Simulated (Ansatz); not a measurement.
Two structures of AlSiH$_{6}$O$_{2}$F$_{2}$, doublet, reached by relaxing down either side of one saddle point (PBE0-D4/def2-TZVP). Energies are electronic, without zero-point energy. Computed with Ansatz 0.2.0 (basis: def2-TZVPP and def2-QZVPP); correlated methods freeze the cores; orbitals are unrestricted. Extrapolation: Hartree–Fock as exp(−7.88 √X), correlation as X^−2.97. First:

Al1  (-1.066, 0.999, 0.543)
O2  (-0.130, -0.449, 0.101)
Si3  (-0.564, -1.884, -0.603)
F4  (-1.971, 1.556, -0.735)
H5  (1.335, 1.617, 0.570)
O6  (0.489, 2.150, 0.572)
H7  (1.280, -0.183, 0.293)
F8  (2.150, 0.274, 0.453)
H9  (-0.309, -1.837, -2.064)
H10  (0.248, -2.967, 0.004)
H11  (-2.006, -2.133, -0.355)
H12  (0.543, 2.858, 1.221)
(Å)

Second:

Al1  (-1.027, 1.137, 0.623)
O2  (-0.086, -0.521, 0.407)
Si3  (-0.568, -1.783, -0.625)
F4  (-1.942, 1.021, -0.772)
H5  (1.609, 1.303, 0.533)
O6  (0.461, 2.108, 0.496)
H7  (0.899, -0.356, 0.497)
F8  (2.204, 0.486, 0.552)
H9  (-0.358, -1.394, -2.034)
H10  (0.281, -2.942, -0.268)
H11  (-1.989, -2.030, -0.315)
H12  (0.515, 2.972, 0.905)
(Å)

Task: Which bonds change from the first to the second?

Result: AlSiH₃OF ([F][Al][O][SiH3]) + H₂O + HF → AlHOF ([OH][Al][F]) + SiH₄O ([OH][SiH3]) + HF; bonds formed: O2–H7, H5–F8; bonds broken: H5–O6, H7–F8.

Task: Give the saddle point's structure and its height above each. (An estimate is asked for; the value comes from the calculation.)

Result: Computed: 4.82 kcal/mol above the first and 3.30 kcal/mol above the second (CCSD(T) at an estimated basis limit (MP2 extrapolated from triple and quadruple zeta, plus CCSD(T) − MP2 in triple zeta)).
Al1  (-1.036, 1.080, 0.595)
O2  (-0.072, -0.467, 0.234)
Si3  (-0.533, -1.851, -0.598)
F4  (-1.943, 1.318, -0.780)
H5  (1.404, 1.427, 0.519)
O6  (0.491, 2.113, 0.574)
H7  (1.005, -0.207, 0.305)
F8  (2.074, 0.434, 0.413)
H9  (-0.248, -1.689, -2.041)
H10  (0.244, -2.983, -0.043)
H11  (-1.982, -2.026, -0.354)
H12  (0.597, 2.853, 1.175)
(Å)

T1 diagnostic: at most 0.013. ⟨S²⟩ of the unrestricted Hartree–Fock references: 0.75 (a pure state has 0.75).

Labels in which every atom is bracketed show which atoms are joined, not bond orders.

For scale, one of the runs: CCSD(T)/def2-TZVPP, 292 basis functions, launched by `ansatz run in.yaml --threads 5 --pin off --events-out ev --progress --plain --max-ram 66560MiB --backend cuda --devices 0, --max-vram 37GiB`. Hardware: 5 CPU threads of an AMD EPYC 7R13 and a share of one NVIDIA H100, shared host. Wall time 23 s; peak host memory 0.86 GiB.
